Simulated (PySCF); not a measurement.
# A survey of 17O NMR shifts

[PySCF 2.14.0 with density-fitted response routines: NMR shieldings at PBE0/pcSseg-1/GIAO; geometry: GFN2-xTB; a single conformation; non-relativistic Hamiltonian; isolated molecule; equivalent nuclei averaged]

Shieldings were converted by a linear fit to measured shifts: 17O: δ = 266.70 − 0.911σ (rms 10.7 ppm, 155 shifts, 12.2 ppm with the 3 outliers that the fit left out vs liquid water, solution or neat liquid). Occasional misses reach two or three times the rms, and more in compound classes unlike the fitted ones.

Question: Give the 17O shifts of `CC(=O)OC(=O)[SiH2]N([SiH3])[SiH3]`, `C#Cc1oc(C(=O)F)cc1C`, `CC(=O)c1cccc(O[SiH3])c1`, `O=C(O)c1c(F)ccc2c1C2`.

Answer: 
| compound | environment | δ (ppm) |
| --- | --- | --- |
| [CH3:1][C:2](=[O:3])[O:4][C:5](=[O:6])[SiH2:7][N:8]([SiH3:9])[SiH3:10] | O6: ester carbonyl oxygen | 475.9 |
| [CH3:1][C:2](=[O:3])[O:4][C:5](=[O:6])[SiH2:7][N:8]([SiH3:9])[SiH3:10] | O3: ester carbonyl oxygen | 421.6 |
| [CH3:1][C:2](=[O:3])[O:4][C:5](=[O:6])[SiH2:7][N:8]([SiH3:9])[SiH3:10] | O4: ester alkoxy oxygen | 262.5 |
| [CH:1]#[C:2][c:3]1[o:4][c:5]([C:6](=[O:7])[F:8])[cH:9][c:10]1[CH3:11] | O7: carbonyl oxygen | 349.5 |
| [CH:1]#[C:2][c:3]1[o:4][c:5]([C:6](=[O:7])[F:8])[cH:9][c:10]1[CH3:11] | O4: aromatic ring oxygen | 251.9 |
| [CH3:1][C:2](=[O:3])[c:4]1[cH:5][cH:6][cH:7][c:8]([O:9][SiH3:10])[cH:11]1 | O3: ketone oxygen | 551.3 |
| [CH3:1][C:2](=[O:3])[c:4]1[cH:5][cH:6][cH:7][c:8]([O:9][SiH3:10])[cH:11]1 | O9: oxygen bonded to C, Si | 47.6 |
| [O:1]=[C:2]([OH:3])[c:4]1[c:5]([F:6])[cH:7][cH:8][c:9]2[c:10]1[CH2:11]2 | O1: carbonyl oxygen | 356.4 |
| [O:1]=[C:2]([OH:3])[c:4]1[c:5]([F:6])[cH:7][cH:8][c:9]2[c:10]1[CH2:11]2 | O3: acid hydroxyl oxygen | 153.3 |

In solution the two oxygens of a carboxylic acid give one averaged line by proton exchange, and hydrogen bonding shields acid and N–H amide carbonyl oxygens by tens of ppm; neither is in these numbers.
